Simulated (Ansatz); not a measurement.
Molecule (SMILES): [N]=B (BH-N), doublet.
Atoms: B1, N2, H3. Bonds: B1-N2, B1-H3.

How fast the optimised B1-H3 bond length converges with the basis for several methods (Ansatz, a program for electronic structure): deviation from each method's own reference, in Å. References: HF 1.1637 Å, the value in aug-pcseg-3; MP2 1.1671 Å, the value in aug-cc-pVQZ; PBE 1.1789 Å, the value in aug-pcseg-3; PBE0 1.1726 Å, the value in aug-pcseg-3. Cartesian d functions, on some or all atoms, in 6-31G*; all else is spherical. In correlated methods cores are frozen. Open shells are unrestricted. No added dispersion term, no relativity. The reference of a correlated method is not its basis-set limit, which lies further on.

```tsv
basis	functions	HF	MP2	PBE	PBE0
6-31G*	32	0.0030	0.0062	(withheld)	0.0050
cc-pVDZ	33	0.0095	0.0154	(withheld)	0.0110
def2-SVP	33	0.0121	0.0147	(withheld)	0.0143
6-311G**	42	0.0004	0.0027	(withheld)	-0.0002
aug-cc-pVDZ	55	0.0073	0.0128	(withheld)	0.0067
cc-pVTZ	74	0.0007	0.0008	(withheld)	0.0003
def2-TZVPP	76	0.0013	0.0012	(withheld)	0.0008
def2-TZVPPD	91	0.0012	0.0011	(withheld)	0.0008
jun-cc-pV(T+d)Z	92	0.0011	0.0014	(withheld)	0.0007
6-311++G(3df,3pd)	96	0.0004	0.0002	(withheld)	0.0003
cc-pVQZ	140	0.0005	-0.0001	(withheld)	0.0000
aug-cc-pVQZ	206	0.0005	0.0000	(withheld)	0.0001
```

Complete the blanks.


- 6-31G*, PBE: 0.0065
- cc-pVDZ, PBE: 0.0125
- def2-SVP, PBE: 0.0158
- 6-311G**, PBE: -0.0001
- aug-cc-pVDZ, PBE: 0.0070
- cc-pVTZ, PBE: 0.0002
- def2-TZVPP, PBE: 0.0008
- def2-TZVPPD, PBE: 0.0007
- jun-cc-pV(T+d)Z, PBE: 0.0006
- 6-311++G(3df,3pd), PBE: 0.0004
- cc-pVQZ, PBE: -0.0001
- aug-cc-pVQZ, PBE: 0.0000

Mean absolute deviation over 6-311G**, cc-pVTZ, def2-TZVPP, def2-TZVPPD, jun-cc-pV(T+d)Z, 6-311++G(3df,3pd): PBE 0.0005, PBE0 0.0005, HF 0.0008, MP2 0.0013 Å.
